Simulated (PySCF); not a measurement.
How methods differ on the ionisation energy of Ge²⁺

Ge²⁺ [Ar] 3d10 4s2 (1S) → Ge³⁺ [Ar] 3d10 4s1 (2S), as a difference of total energies. All numbers are calculated (PySCF 2.14, scalar relativity by spin-free X2C-1e, in x2c-TZVPPall). Correlated levels: valence: [Ar] 3d10 frozen. The calculations carry no spin-orbit coupling.

| method | ionisation energy (eV) | error (eV) |
| --- | --- | --- |
| UHF | 32.176 | -1.882 |
| MP2 (valence) | 32.935 | -1.123 |
| SCS-MP2 (valence) | 33.086 | -0.972 |
| CCSD (valence) | 33.224 | -0.834 |

Reference: 34.058 eV (measured; NIST Atomic Spectra Database, ionization energies).

Errors of the correlated levels include the incompleteness of this basis and the frozen core.

With two correlated electrons CCSD is exact in that space.
